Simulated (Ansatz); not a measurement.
System: OsO2, charge 0, multiplicity 3. The spin state was set by rule; other spins were not relaxed. SMILES: [O]=[Os]=[O]
Geometry: optimised at B3LYP-D3(BJ)/def2-TZVP (Ansatz, a program for electronic structure).

Quantity: vertical ionisation energy (to the quartet state of charge +1; each state is the SCF solution reached for its spin; for the quartet the Hartree-Fock reference is unstable and T1 is 0.046; for the triplet the Hartree-Fock reference is unstable and T1 is 0.049), in eV. Correlated levels leave the core frozen unless marked. UHF or UKS for open shells. No spin-orbit coupling. The frozen core is the preceding noble-gas configuration, with the filled d and f shells of earlier blocks. In def2 rows, elements after Kr have scalar-relativistic effective core potentials.  The program attaches cautions to a run behind CCSD/def2-TZVPPD: large difference. The program attaches cautions to a run behind CCSD(T)/def2-SVPD: large difference.

```
level                 program  vertical ionisation energy (eV)
--------------------  -------  -------------------------------
r2SCAN/def2-TZVPD      Ansatz                            10.07
B3LYP/def2-TZVPD       Ansatz                            10.36
PBE0/def2-TZVPD        Ansatz                            10.23
BHLYP/def2-TZVPD       Ansatz                            10.43
CAM-B3LYP/def2-TZVPD   Ansatz                            10.46
B2PLYP/def2-TZVPD      Ansatz                            10.53
RI-MP2/def2-TZVPPD     Ansatz                            11.20
CCSD/def2-TZVPPD       Ansatz                            10.11
CCSD(T)/def2-SVPD      Ansatz                            10.15
```
